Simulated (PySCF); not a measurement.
This PySCF input asks for the NMR shieldings of `B([SiH2]CC)(C)O`, C$_{3}$H$_{11}$BOSi; the geometry comes from GFN2-xTB.

```python
import basis_set_exchange as bse
import numpy as np
from pyscf import gto, dft
from pyscf.prop import nmr

atoms = """
C     2.189456   -0.527343    0.270603
C     1.564324    0.856453    0.131584
Si   -0.044119    0.841709   -0.912260
B    -1.336415   -0.468045   -0.169627
C    -2.584712   -0.017032    0.706855
O    -1.215523   -1.789511   -0.358911
H     2.428400   -0.939730   -0.708696
H     1.507979   -1.211551    0.774809
H     3.110954   -0.486890    0.850602
H     1.351927    1.249999    1.127155
H     2.291434    1.533173   -0.318229
H     0.399500    0.500073   -2.284996
H    -0.490600    2.242467   -0.987745
H    -3.276973    0.569261    0.103712
H    -2.282781    0.627364    1.530668
H    -3.136966   -0.857312    1.120821
H    -0.482884   -2.111055   -0.886256
"""
names = dict.fromkeys(["C", "Si", "B", "O", "H"], "pcSseg-1")
basis = {el: gto.basis.parse(bse.get_basis(n, elements=[el], fmt="nwchem")) for el, n in names.items()}
mol = gto.M(atom=atoms, basis=basis, charge=0, verbose=0)
mf = dft.RKS(mol, xc="PBE0")
mf.grids.level = 2
mf.grids.alignment = dft.numint.BLKSIZE   # the property module wants whole blocks of grid points
mf.conv_tol = 1e-9
mf.kernel()

calc = nmr.RKS(mf)   # GIAO
C = mf.mo_coeff
Co = C[:, mf.mo_occ > 0]
resp = mf.gen_response(singlet=True, hermi=2)
def vind(x):   # induced exchange potential for any number of trial vectors
    d = np.einsum("pi,xij,qj->xpq", C, 2 * x.reshape(-1, C.shape[1], Co.shape[1]), Co, optimize=True)
    return np.einsum("xpq,pi,qj->xij", resp(d - d.transpose(0, 2, 1)), C, Co, optimize=True).ravel()
mo1, _ = nmr.rhf.solve_mo1(calc, with_cphf=vind)
sigma = calc.kernel(mo1)
for i, s in enumerate(sigma):   # ppm
    print("%2d %-2s %9.2f" % (i, mol.atom_pure_symbol(i), np.trace(s) / 3))
```

Task: What does it print?

Result: 
```
 0 C     173.09
 1 C     182.83
 2 Si    430.07
 3 B      39.08
 4 C     170.98
 5 O      93.26
 6 H      30.83
 7 H      30.86
 8 H      30.19
 9 H      31.00
10 H      30.79
11 H      28.32
12 H      27.95
13 H      31.06
14 H      30.94
15 H      31.03
16 H      24.98
```

These numbers come from an equivalent density-fitted implementation of the same equations, which agrees with the script to about 0.01 ppm for H and up to a few tenths of a ppm for heavy atoms, so last digits may differ.

Size and cost of the density-fitted run: 164 basis functions, 36 s wall time on 1 thread of an Arm Neoverse N1, shared host; peak memory 0.75 GiB.
